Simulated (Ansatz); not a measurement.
# Molecular dynamics of F₃GeH₄OSi

The input (input.yaml):

```yaml
crystal:
  periodic: [false, false, false]
  atoms:
    - { symbol: Ge, position_ang: [0.10721, -0.051661, -0.071626] }
    - { symbol: F, position_ang: [0.048089, -0.094598, 1.787536] }
    - { symbol: O, position_ang: [1.735892, 0.035909, -0.784668] }
    - { symbol: H, position_ang: [2.164774, -0.843086, -0.749015] }
    - { symbol: F, position_ang: [-0.74105, 1.38047, -0.583746] }
    - { symbol: F, position_ang: [-0.7684, -1.45391, -0.654616] }
    - { symbol: Si, position_ang: [-0.103678, -0.001762, 4.010673] }
    - { symbol: H, position_ang: [-0.964719, -1.140284, 4.470236] }
    - { symbol: H, position_ang: [1.304119, -0.116496, 4.514071] }
    - { symbol: H, position_ang: [-0.710236, 1.333318, 4.319054] }
magnetization:
  spin_polarized: true
  initial_magnetization: 1
basis:
  gaussian: { orbitals: def2-SVP }
hamiltonian:
  xc: pbe
md:
  timestep: 0.5
  n_steps: 200
  ensemble: nve
  temperature: 100.0
  initial_velocities: maxwell_boltzmann
  seed: 8180
```

Command:

```bash
$ ansatz run input.yaml --threads 4 --pin off --max-ram 5120MiB --backend cpu --events-out ev --progress --plain --runs-dir out
```

It starts at the highest image of a converged band. Of that band: A vibrational analysis at the climbing image gives one clearly imaginary mode, 306i cm⁻¹, and a faint second one (19i cm⁻¹) that may be numerical noise or a soft torsion: probably a first-order saddle point.

Output, in part (one step line in 3, the closing report, with atoms numbered from 0):

```
md step     0: t =     0.00 fs  T =   100.0 K  F+E_penalty+E_count = -74619.78105032 eV  E_kin = 0.103408 eV  conserved = -74619.67764232 eV  (35 SCF iters)
md step     3: t =     1.50 fs  T =    95.9 K  F+E_penalty+E_count = -74619.77681660 eV  E_kin = 0.099214 eV  conserved = -74619.67760264 eV  (28 SCF iters)
md step     6: t =     3.00 fs  T =    88.2 K  F+E_penalty+E_count = -74619.76880551 eV  E_kin = 0.091252 eV  conserved = -74619.67755375 eV  (27 SCF iters)
md step     9: t =     4.50 fs  T =    83.0 K  F+E_penalty+E_count = -74619.76334089 eV  E_kin = 0.085786 eV  conserved = -74619.67755449 eV  (27 SCF iters)
md step    12: t =     6.00 fs  T =    80.4 K  F+E_penalty+E_count = -74619.76073825 eV  E_kin = 0.083160 eV  conserved = -74619.67757785 eV  (28 SCF iters)
md step    15: t =     7.50 fs  T =    77.5 K  F+E_penalty+E_count = -74619.75777564 eV  E_kin = 0.080171 eV  conserved = -74619.67760443 eV  (28 SCF iters)
md step    18: t =     9.00 fs  T =    71.1 K  F+E_penalty+E_count = -74619.75107732 eV  E_kin = 0.073485 eV  conserved = -74619.67759211 eV  (28 SCF iters)
md step    21: t =    10.50 fs  T =    63.0 K  F+E_penalty+E_count = -74619.74265725 eV  E_kin = 0.065125 eV  conserved = -74619.67753192 eV  (28 SCF iters)
md step    24: t =    12.00 fs  T =    60.3 K  F+E_penalty+E_count = -74619.73983993 eV  E_kin = 0.062316 eV  conserved = -74619.67752345 eV  (36 SCF iters)
md step    27: t =    13.50 fs  T =    63.9 K  F+E_penalty+E_count = -74619.74364967 eV  E_kin = 0.066071 eV  conserved = -74619.67757881 eV  (28 SCF iters)
md step    30: t =    15.00 fs  T =    67.4 K  F+E_penalty+E_count = -74619.74734986 eV  E_kin = 0.069745 eV  conserved = -74619.67760482 eV  (27 SCF iters)
md step    33: t =    16.50 fs  T =    67.3 K  F+E_penalty+E_count = -74619.74715070 eV  E_kin = 0.069560 eV  conserved = -74619.67759077 eV  (28 SCF iters)
md step    36: t =    18.00 fs  T =    65.0 K  F+E_penalty+E_count = -74619.74473828 eV  E_kin = 0.067177 eV  conserved = -74619.67756164 eV  (28 SCF iters)
md step    39: t =    19.50 fs  T =    64.2 K  F+E_penalty+E_count = -74619.74398017 eV  E_kin = 0.066435 eV  conserved = -74619.67754505 eV  (28 SCF iters)
md step    42: t =    21.00 fs  T =    66.8 K  F+E_penalty+E_count = -74619.74665148 eV  E_kin = 0.069067 eV  conserved = -74619.67758406 eV  (28 SCF iters)
md step    45: t =    22.50 fs  T =    67.9 K  F+E_penalty+E_count = -74619.74785782 eV  E_kin = 0.070233 eV  conserved = -74619.67762515 eV  (28 SCF iters)
md step    48: t =    24.00 fs  T =    62.9 K  F+E_penalty+E_count = -74619.74266432 eV  E_kin = 0.065068 eV  conserved = -74619.67759622 eV  (27 SCF iters)
md step    51: t =    25.50 fs  T =    55.2 K  F+E_penalty+E_count = -74619.73463817 eV  E_kin = 0.057088 eV  conserved = -74619.67754998 eV  (28 SCF iters)
md step    54: t =    27.00 fs  T =    50.5 K  F+E_penalty+E_count = -74619.72973202 eV  E_kin = 0.052186 eV  conserved = -74619.67754610 eV  (28 SCF iters)
md step    57: t =    28.50 fs  T =    49.5 K  F+E_penalty+E_count = -74619.72871298 eV  E_kin = 0.051141 eV  conserved = -74619.67757211 eV  (29 SCF iters)
md step    60: t =    30.00 fs  T =    48.8 K  F+E_penalty+E_count = -74619.72803836 eV  E_kin = 0.050432 eV  conserved = -74619.67760645 eV  (27 SCF iters)
md step    63: t =    31.50 fs  T =    44.3 K  F+E_penalty+E_count = -74619.72337579 eV  E_kin = 0.045778 eV  conserved = -74619.67759804 eV  (29 SCF iters)
md step    66: t =    33.00 fs  T =    37.3 K  F+E_penalty+E_count = -74619.71614070 eV  E_kin = 0.038600 eV  conserved = -74619.67754099 eV  (27 SCF iters)
md step    69: t =    34.50 fs  T =    34.6 K  F+E_penalty+E_count = -74619.71332251 eV  E_kin = 0.035791 eV  conserved = -74619.67753178 eV  (28 SCF iters)
md step    72: t =    36.00 fs  T =    37.4 K  F+E_penalty+E_count = -74619.71624473 eV  E_kin = 0.038668 eV  conserved = -74619.67757721 eV  (29 SCF iters)
md step    75: t =    37.50 fs  T =    40.4 K  F+E_penalty+E_count = -74619.71934362 eV  E_kin = 0.041744 eV  conserved = -74619.67759969 eV  (28 SCF iters)
md step    78: t =    39.00 fs  T =    40.4 K  F+E_penalty+E_count = -74619.71933422 eV  E_kin = 0.041742 eV  conserved = -74619.67759181 eV  (28 SCF iters)
md step    81: t =    40.50 fs  T =    38.4 K  F+E_penalty+E_count = -74619.71723739 eV  E_kin = 0.039676 eV  conserved = -74619.67756184 eV  (29 SCF iters)
md step    84: t =    42.00 fs  T =    38.4 K  F+E_penalty+E_count = -74619.71719153 eV  E_kin = 0.039659 eV  conserved = -74619.67753250 eV  (28 SCF iters)
md step    87: t =    43.50 fs  T =    43.5 K  F+E_penalty+E_count = -74619.72252697 eV  E_kin = 0.044960 eV  conserved = -74619.67756671 eV  (28 SCF iters)
md step    90: t =    45.00 fs  T =    49.6 K  F+E_penalty+E_count = -74619.72895467 eV  E_kin = 0.051340 eV  conserved = -74619.67761490 eV  (28 SCF iters)
md step    93: t =    46.50 fs  T =    51.3 K  F+E_penalty+E_count = -74619.73062528 eV  E_kin = 0.053031 eV  conserved = -74619.67759443 eV  (29 SCF iters)
md step    96: t =    48.00 fs  T =    50.5 K  F+E_penalty+E_count = -74619.72980328 eV  E_kin = 0.052247 eV  conserved = -74619.67755607 eV  (29 SCF iters)
md step    99: t =    49.50 fs  T =    52.0 K  F+E_penalty+E_count = -74619.73135319 eV  E_kin = 0.053800 eV  conserved = -74619.67755280 eV  (28 SCF iters)
md step   102: t =    51.00 fs  T =    56.6 K  F+E_penalty+E_count = -74619.73605052 eV  E_kin = 0.058480 eV  conserved = -74619.67757038 eV  (28 SCF iters)
md step   105: t =    52.50 fs  T =    61.5 K  F+E_penalty+E_count = -74619.74120831 eV  E_kin = 0.063601 eV  conserved = -74619.67760753 eV  (28 SCF iters)
md step   108: t =    54.00 fs  T =    62.4 K  F+E_penalty+E_count = -74619.74215299 eV  E_kin = 0.064539 eV  conserved = -74619.67761355 eV  (28 SCF iters)
md step   111: t =    55.50 fs  T =    59.0 K  F+E_penalty+E_count = -74619.73852152 eV  E_kin = 0.060960 eV  conserved = -74619.67756159 eV  (28 SCF iters)
md step   114: t =    57.00 fs  T =    57.2 K  F+E_penalty+E_count = -74619.73673395 eV  E_kin = 0.059197 eV  conserved = -74619.67753741 eV  (28 SCF iters)
md step   117: t =    58.50 fs  T =    60.3 K  F+E_penalty+E_count = -74619.73996658 eV  E_kin = 0.062398 eV  conserved = -74619.67756893 eV  (28 SCF iters)
md step   120: t =    60.00 fs  T =    64.7 K  F+E_penalty+E_count = -74619.74450327 eV  E_kin = 0.066908 eV  conserved = -74619.67759513 eV  (28 SCF iters)
md step   123: t =    61.50 fs  T =    66.8 K  F+E_penalty+E_count = -74619.74667754 eV  E_kin = 0.069082 eV  conserved = -74619.67759536 eV  (29 SCF iters)
md step   126: t =    63.00 fs  T =    66.7 K  F+E_penalty+E_count = -74619.74650744 eV  E_kin = 0.068944 eV  conserved = -74619.67756307 eV  (33 SCF iters)
md step   129: t =    64.50 fs  T =    68.5 K  F+E_penalty+E_count = -74619.74838166 eV  E_kin = 0.070855 eV  conserved = -74619.67752688 eV  (28 SCF iters)
md step   132: t =    66.00 fs  T =    76.5 K  F+E_penalty+E_count = -74619.75665414 eV  E_kin = 0.079099 eV  conserved = -74619.67755495 eV  (29 SCF iters)
md step   135: t =    67.50 fs  T =    87.4 K  F+E_penalty+E_count = -74619.76798099 eV  E_kin = 0.090378 eV  conserved = -74619.67760266 eV  (29 SCF iters)
md step   138: t =    69.00 fs  T =    95.5 K  F+E_penalty+E_count = -74619.77635858 eV  E_kin = 0.098759 eV  conserved = -74619.67759913 eV  (28 SCF iters)
md step   141: t =    70.50 fs  T =   100.8 K  F+E_penalty+E_count = -74619.78179347 eV  E_kin = 0.104218 eV  conserved = -74619.67757584 eV  (29 SCF iters)
md step   144: t =    72.00 fs  T =   106.2 K  F+E_penalty+E_count = -74619.78736965 eV  E_kin = 0.109809 eV  conserved = -74619.67756108 eV  (28 SCF iters)
md step   147: t =    73.50 fs  T =   113.7 K  F+E_penalty+E_count = -74619.79513157 eV  E_kin = 0.117566 eV  conserved = -74619.67756597 eV  (29 SCF iters)
md step   150: t =    75.00 fs  T =   122.3 K  F+E_penalty+E_count = -74619.80406926 eV  E_kin = 0.126460 eV  conserved = -74619.67760906 eV  (28 SCF iters)
md step   153: t =    76.50 fs  T =   126.9 K  F+E_penalty+E_count = -74619.80889529 eV  E_kin = 0.131273 eV  conserved = -74619.67762227 eV  (28 SCF iters)
md step   156: t =    78.00 fs  T =   126.4 K  F+E_penalty+E_count = -74619.80826341 eV  E_kin = 0.130694 eV  conserved = -74619.67756953 eV  (29 SCF iters)
md step   159: t =    79.50 fs  T =   126.8 K  F+E_penalty+E_count = -74619.80867314 eV  E_kin = 0.131133 eV  conserved = -74619.67753991 eV  (28 SCF iters)
md step   162: t =    81.00 fs  T =   132.1 K  F+E_penalty+E_count = -74619.81418975 eV  E_kin = 0.136630 eV  conserved = -74619.67755937 eV  (28 SCF iters)
md step   165: t =    82.50 fs  T =   140.4 K  F+E_penalty+E_count = -74619.82272883 eV  E_kin = 0.145150 eV  conserved = -74619.67757879 eV  (28 SCF iters)
md step   168: t =    84.00 fs  T =   148.7 K  F+E_penalty+E_count = -74619.83138702 eV  E_kin = 0.153792 eV  conserved = -74619.67759460 eV  (29 SCF iters)
md step   171: t =    85.50 fs  T =   155.3 K  F+E_penalty+E_count = -74619.83812658 eV  E_kin = 0.160546 eV  conserved = -74619.67758063 eV  (29 SCF iters)
md step   174: t =    87.00 fs  T =   161.8 K  F+E_penalty+E_count = -74619.84488171 eV  E_kin = 0.167341 eV  conserved = -74619.67754100 eV  (34 SCF iters)
md step   177: t =    88.50 fs  T =   172.8 K  F+E_penalty+E_count = -74619.85622546 eV  E_kin = 0.178671 eV  conserved = -74619.67755450 eV  (29 SCF iters)
md step   180: t =    90.00 fs  T =   186.5 K  F+E_penalty+E_count = -74619.87041317 eV  E_kin = 0.192808 eV  conserved = -74619.67760494 eV  (29 SCF iters)
md step   183: t =    91.50 fs  T =   196.9 K  F+E_penalty+E_count = -74619.88117582 eV  E_kin = 0.203559 eV  conserved = -74619.67761649 eV  (28 SCF iters)
md step   186: t =    93.00 fs  T =   202.0 K  F+E_penalty+E_count = -74619.88652515 eV  E_kin = 0.208925 eV  conserved = -74619.67760058 eV  (29 SCF iters)
md step   189: t =    94.50 fs  T =   204.0 K  F+E_penalty+E_count = -74619.88857537 eV  E_kin = 0.211001 eV  conserved = -74619.67757398 eV  (29 SCF iters)
md step   192: t =    96.00 fs  T =   206.4 K  F+E_penalty+E_count = -74619.89096022 eV  E_kin = 0.213401 eV  conserved = -74619.67755929 eV  (29 SCF iters)
md step   195: t =    97.50 fs  T =   210.6 K  F+E_penalty+E_count = -74619.89538838 eV  E_kin = 0.217801 eV  conserved = -74619.67758771 eV  (29 SCF iters)
md step   198: t =    99.00 fs  T =   213.6 K  F+E_penalty+E_count = -74619.89852602 eV  E_kin = 0.220920 eV  conserved = -74619.67760585 eV  (34 SCF iters)
md step   200: t =   100.00 fs  T =   213.8 K  F+E_penalty+E_count = -74619.89863425 eV  E_kin = 0.221049 eV  conserved = -74619.67758536 eV  (34 SCF iters)
Total energy: -74619.89867542 eV, -2742.2306971376 hartree
Atom 0 at     0.130093    -0.051843    -0.139787 Å, force    -0.186536    -1.046531     0.525350 eV/Å
Atom 1 at     0.190300    -0.211967     1.614289 Å, force     0.126247    -0.046547    -0.459864 eV/Å
Atom 2 at     1.722217     0.037961    -0.877440 Å, force    -0.123697     0.230657    -0.034252 eV/Å
Atom 3 at     2.108319    -0.857096    -0.908187 Å, force     0.103355    -0.135414    -0.038372 eV/Å
Atom 4 at    -0.808992     1.347823    -0.401038 Å, force    -0.176328     0.494521    -0.287173 eV/Å
Atom 5 at    -0.761829    -1.462036    -0.680235 Å, force     0.284678     0.440357     0.056022 eV/Å
Atom 6 at    -0.194950     0.117384     4.230424 Å, force     0.072224    -0.239611     0.261083 eV/Å
Atom 7 at    -1.472656    -0.673788     4.337139 Å, force    -0.054648     0.088809    -0.049390 eV/Å
Atom 8 at     0.945203    -0.858659     4.478296 Å, force    -0.094173     0.278903    -0.020920 eV/Å
Atom 9 at    -0.199253     1.264462     5.212589 Å, force     0.048877    -0.065144     0.047518 eV/Å
Dipole moment:     0.387134    -0.213847    -0.271467 e Å
```

The run went to its last step. The conserved energy stayed within 0.013 meV per atom of its start (net change 0.0057 meV per atom), so the integration is sound. A run of 0.1 ps of so small a system gives no equilibrium averages.

Between its relaxed ends the band would form F2–Si7 and break Ge1–F2. These pairs go: F2–Si7 2.23 → 2.66 Å, Ge1–F2 1.86 → 1.76 Å. In the last frame they stand as before the step (other bonds may differ from the relaxed reactants and products). It ends as F3GeHO + H3Si. Pairs count as bonded within 1.25 times the sum of covalent radii (0.12 Å more for H–H).

Last frame:

```xyz
10
Properties=species:S:1:pos:R:3
Ge 0.130 -0.052 -0.140
F 0.190 -0.212 1.614
O 1.722 0.038 -0.877
H 2.108 -0.857 -0.908
F -0.809 1.348 -0.401
F -0.762 -1.462 -0.680
Si -0.195 0.117 4.230
H -1.473 -0.674 4.337
H 0.945 -0.859 4.478
H -0.199 1.264 5.213
```

Time of the run: 7 min on 4 threads of Arm Neoverse V1, on a shared host, peak memory 0.24 GiB.
